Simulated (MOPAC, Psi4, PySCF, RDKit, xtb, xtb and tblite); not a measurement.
Two geometries of SMILES C=C/C=C\O[SiH3] (C₄H₈OSi), relaxed at GFN2-xTB with one dihedral held; other torsions can differ between them too.

Structure A

```
14

C      2.9305     0.2897     0.3713
C      1.6338     0.1367     0.1286
C      0.7505    -0.8002     0.7999
C      0.8607    -1.2436     2.0549
O      1.8663    -0.9137     2.8822
Si     2.0923    -1.0787     4.4830
H      3.4357    -0.2820     1.1292
H      3.5253     1.0007    -0.1769
H      1.1675     0.7064    -0.6668
H     -0.1229    -1.1136     0.2460
H      0.1155    -1.9174     2.4651
H      1.1308    -0.2602     5.2246
H      1.9262    -2.4776     4.8873
H      3.4637    -0.6072     4.5743
```

Structure B

```
14

C     -2.9252     0.5728     2.4596
C     -2.4766    -0.1700     1.4514
C     -1.1028    -0.5874     1.3262
C     -0.5633    -1.3304     0.3536
O     -1.1410    -1.8648    -0.7262
Si    -2.5754    -1.9788    -1.4777
H     -2.2712     0.9065     3.2486
H     -3.9562     0.8723     2.5317
H     -3.1596    -0.4880     0.6761
H     -0.4351    -0.2602     2.1108
H      0.4956    -1.5704     0.3876
H     -3.5652    -2.6490    -0.6314
H     -3.0717    -0.6596    -1.8754
H     -2.1722    -2.7908    -2.6163
```

Q: Which is lower in energy at the level M06-2X/def2-TZVP // GFN2-xTB in Psi4, and by how much?

A: B is lower, by 7.15 kJ/mol (dihedral C1–C2–C3–C4: 30° in A, 180° in B).

E(B) − E(A) in kJ/mol at the other levels, on the same two geometries: GFN2-xTB (xtb and tblite) -11.98; MMFF94 // GFN2-xTB (RDKit) 30.19; PBE/def2-TZVP // GFN2-xTB (Psi4) -8.88; PBE-D3(BJ)/def2-TZVP // GFN2-xTB (Psi4) -9.89; UFF // GFN2-xTB (RDKit) 49.82; PM7, restricted, heats of formation // GFN2-xTB (MOPAC) -0.90; AM1, restricted, heats of formation // GFN2-xTB (MOPAC) -2.67; GFN1-xTB // GFN2-xTB (xtb) -26.71; restricted B3LYP/6-31G*, spherical d, density fitting // GFN2-xTB (PySCF) -7.30; restricted Hartree-Fock/LANL2DZ, with its core potentials past Ne // GFN2-xTB (PySCF) -7.09; restricted B3LYP/LANL2DZ, with its core potentials past Ne // GFN2-xTB (PySCF) -11.61; restricted Hartree-Fock/3-21G // GFN2-xTB (PySCF) -8.55.
